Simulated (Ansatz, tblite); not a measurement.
Cost and result up the ladder for Sn(GeH3)H3 (SnGeH₆) (8 atoms). The state is a singlet with charge 0. Geometry: r2SCAN-D4/def2-TZVP.

Cartesian coordinates in Å:
```
Sn -0.1472 -1.2494 0.1999
Ge 0.1516 1.2925 -0.2067
H -1.0816 1.8816 -0.9044
H 1.3763 1.5558 -1.0927
H 0.3519 2.0334 1.1219
H -0.4666 -2.0582 -1.2686
H -1.4493 -1.5364 1.2651
H 1.2649 -1.9193 0.8855
```

Ansatz on 2 threads of Intel Xeon on a shared host; xTB runs through tblite on one thread. Times are rough, summed over both states, and most runs start from the orbitals of an earlier one. PBE0-D4/def2-TZVP serves as the yardstick here, not as an exact answer. The other state is a triplet.

In the def2 sets Sn takes a core potential; there is no spin–orbit coupling. The xTB rows come from tblite.

xTB has no spin-polarisation term.

| level | functions | wall time | vertical triplet (eV) | difference from PBE0-D4/def2-TZVP (eV) |
| --- | --- | --- | --- | --- |
| GFN2-xTB | 24 | 0.053 s | 5.55 | -0.31 |
| GFN1-xTB | 30 | 0.073 s | 5.46 | -0.40 |
| PBE-D4/def2-TZVP | 134 | 12 s | 5.59 | -0.28 |
| PBE0-D4/def2-TZVP | 134 | 19 s | 5.87 | 0.00 |
| r2SCAN-D4/def2-TZVP (with forces) | 134 | 26 s | 5.78 | -0.09 |
